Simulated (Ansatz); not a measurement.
BH5OSSi, SMILES `OBS[SiH3]`, relaxed with RKS PBE-D4/def2-SVP in Ansatz from a rough embedded geometry. The force threshold is 0.03 eV/Å; the program also tests the step.

Charge 0, multiplicity 1.

Start:

```xyz
9

O     1.338   -1.785   -0.236
B     0.098   -1.440    0.358
S    -0.009   -0.032    1.605
Si   -0.472    1.365    0.059
H     1.477   -1.248   -1.040
H    -0.863   -2.063    0.056
H    -1.652    1.031   -0.677
H     0.708    1.431   -0.851
H    -0.626    2.741    0.727
```

```json
{"step": "1", "energy (eV)": "-21499.0124", "largest force (eV/Å)": "1.750", "largest move (Å)": "0.000"}
{"step": "2", "energy (eV)": "-21499.1634", "largest force (eV/Å)": "1.189", "largest move (Å)": "0.124"}
{"step": "3", "energy (eV)": "-21499.2567", "largest force (eV/Å)": "2.636", "largest move (Å)": "0.198"}
{"step": "4", "energy (eV)": "-21499.4671", "largest force (eV/Å)": "2.588", "largest move (Å)": "0.195"}
{"step": "5", "energy (eV)": "-21499.6983", "largest force (eV/Å)": "3.112", "largest move (Å)": "0.195"}
{"step": "6", "energy (eV)": "-21499.8392", "largest force (eV/Å)": "0.786", "largest move (Å)": "0.200"}
{"step": "7", "energy (eV)": "-21499.8758", "largest force (eV/Å)": "0.267", "largest move (Å)": "0.073"}
{"step": "8", "energy (eV)": "-21499.8808", "largest force (eV/Å)": "0.104", "largest move (Å)": "0.066"}
{"step": "9", "energy (eV)": "-21499.8907", "largest force (eV/Å)": "0.380", "largest move (Å)": "0.197"}
{"step": "10", "energy (eV)": "-21499.9137", "largest force (eV/Å)": "0.459", "largest move (Å)": "0.188"}
{"step": "11", "energy (eV)": "-21499.9528", "largest force (eV/Å)": "0.606", "largest move (Å)": "0.196"}
{"step": "12", "energy (eV)": "-21500.0038", "largest force (eV/Å)": "0.598", "largest move (Å)": "0.195"}
{"step": "13", "energy (eV)": "-21500.0459", "largest force (eV/Å)": "0.622", "largest move (Å)": "0.195"}
{"step": "14", "energy (eV)": "-21500.0637", "largest force (eV/Å)": "0.723", "largest move (Å)": "0.191"}
{"step": "15", "energy (eV)": "-21500.0985", "largest force (eV/Å)": "0.259", "largest move (Å)": "0.200"}
{"step": "16 (rejected)", "energy (eV)": "-21500.0758", "largest force (eV/Å)": "0.461", "largest move (Å)": "0.124"}
{"step": "17", "energy (eV)": "-21500.1086", "largest force (eV/Å)": "0.118", "largest move (Å)": "0.060"}
{"step": "18", "energy (eV)": "-21500.1134", "largest force (eV/Å)": "0.177", "largest move (Å)": "0.100"}
{"step": "19", "energy (eV)": "-21500.1158", "largest force (eV/Å)": "0.081", "largest move (Å)": "0.038"}
{"step": "20", "energy (eV)": "-21500.1184", "largest force (eV/Å)": "0.129", "largest move (Å)": "0.092"}
{"step": "21", "energy (eV)": "-21500.1200", "largest force (eV/Å)": "0.090", "largest move (Å)": "0.033"}
{"step": "22", "energy (eV)": "-21500.1214", "largest force (eV/Å)": "0.062", "largest move (Å)": "0.070"}
{"step": "23", "energy (eV)": "-21500.1222", "largest force (eV/Å)": "0.087", "largest move (Å)": "0.043"}
{"step": "24", "energy (eV)": "-21500.1227", "largest force (eV/Å)": "0.049", "largest move (Å)": "0.009"}
{"step": "25", "energy (eV)": "-21500.1230", "largest force (eV/Å)": "0.018", "largest move (Å)": "0.016"}
```

End:

```xyz
9

O     0.956   -1.561   -0.637
B     0.117   -1.658    0.421
S    -0.853   -0.305    1.206
Si   -0.407    1.424   -0.014
H     1.053   -0.651   -0.986
H    -0.032   -2.746    0.939
H    -1.519    1.725   -0.977
H     0.846    1.163   -0.822
H    -0.161    2.609    0.871
```

Hardware: 2 threads of an Arm Neoverse V2 on a shared host. Wall time 36 s, peak host memory 0.15 GiB.
